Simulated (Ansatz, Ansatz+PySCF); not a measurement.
```xyz
4

Al    0.0000    0.0000    0.0000
H     3.1600    0.0000    0.0000
H    -1.5800    2.7366    0.0000
H    -1.5800   -2.7366    0.0000
```

Basis set: def2-SVP (spherical functions). Charge 0, multiplicity 1.

Computed with Ansatz (development build ahead of 0.2.0); each method stands on the lowest determinant of its kind that the runs found.

Q: Give the atomization energy at this shape (free ground-state atoms in the same class of orbitals less the molecule, no zero-point energy) of singlet AlH₃ by PBE0 (unrestricted), UHF.

A:

```json
{"method": "PBE0 (unrestricted)", "atomization energy": "0.81 eV"}
{"method": "UHF", "atomization energy": "0.24 eV"}
```

Caution: the determinant breaks the point group; the shape is not the minimum; the unrestricted determinant is a mixture of spin states. Caution for PBE0 (unrestricted): charge can spread falsely over distant fragments.
